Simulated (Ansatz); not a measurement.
Reaction (substitution at a C–Si bond): `C[Si](C)(F)Br` + `NC[SiH2]O` → `CO[SiH2]CN` + `C[SiH](F)Br`

Gas-phase electronic energies from Ansatz, PBE0-D4/def2-TZVP geometries. CBS: MP2 limit from def2 TZ/QZ plus the TZ coupled-cluster correction, frozen cores. DFT in def2-TZVPP. B3LYP here is the variant with VWN-RPA as its local correlation; programs differ in this. For Br outer-core shells are correlated without core-valence functions, which leaves a few kJ/mol of doubt a bond. Scalar relativity is left out up to krypton. One conformer a species, not always the lowest.

`C[Si](C)(F)Br`:

Z-matrix (Å, degrees):
```
C
Si 1 1.848
H 1 1.093 2 110.2
H 1 1.092 2 110.6 3 120.0
H 1 1.092 2 110.6 3 -120.0
C 2 1.848 1 115.1 3 -59.4
F 2 1.599 1 108.4 3 62.1
Br 2 2.225 1 109.0 3 177.7
H 6 1.092 2 110.6 1 179.3
H 6 1.092 2 110.7 1 -60.7
H 6 1.093 2 110.2 1 59.3
```

`NC[SiH2]O`:

```xyz
11

N    -1.401   -0.309   -0.195
C    -0.358    0.705   -0.396
Si    1.191    0.044    0.445
O     1.350   -1.522   -0.036
H    -2.209   -0.131   -0.778
H    -1.724   -0.304    0.765
H    -0.630    1.719   -0.072
H    -0.140    0.763   -1.467
H     1.019    0.141    1.925
H     2.415    0.790    0.058
H     0.486   -1.896   -0.250
```

`CO[SiH2]CN`:

Cartesian coordinates in Å:
```
C -1.341 0.245 -1.619
O 0.069 0.243 -1.668
Si 1.016 -0.490 -0.547
C 0.935 0.334 1.138
N -0.382 0.136 1.740
H -1.709 0.779 -2.497
H -1.740 -0.776 -1.642
H -1.708 0.740 -0.715
H 2.401 -0.428 -1.077
H 0.590 -1.913 -0.374
H 1.783 -0.012 1.753
H 1.093 1.407 0.977
H -0.446 0.586 2.644
H -0.563 -0.849 1.887
```

`C[SiH](F)Br`:

```xyz
8

C     0.090   -0.664    0.770
Si    0.074    0.574   -0.596
F     0.859   -0.011   -1.854
Br   -2.004    0.988   -1.234
H     1.119   -0.886    1.065
H    -0.445   -0.276    1.640
H    -0.392   -1.592    0.455
H     0.699    1.867   -0.246
```

| level | ΔE (kJ/mol) |
| --- | --- |
| r2SCAN-D4 | 117.0 |
| B3LYP | 104.4 |
| HF/def2-TZVPP | 95.8 |
| CCSD/def2-TZVPP | 110.9 |
| HF/def2-QZVPP | 94.9 |
| SCS-MP2/def2-QZVPP | 111.9 |
| HF/CBS(def2) | 94.8 |
| MP2/CBS(def2) | 122.7 |

Question: What does CCSD(T)/CBS give? (Best estimate.)

Answer: Computed: +115.6 kJ/mol. The listed levels differ from it by 1.4, -11.2, -19.8, -4.7, -20.7, -3.7, -20.8, 7.1 kJ/mol.

Largest T1 diagnostic among the species: 0.010.

In def2-TZVPP, CCSD(T) changes the Hartree–Fock value by +16.7 kJ/mol (the triples alone add +1.6 kJ/mol) and MP2 by +23.8 kJ/mol.
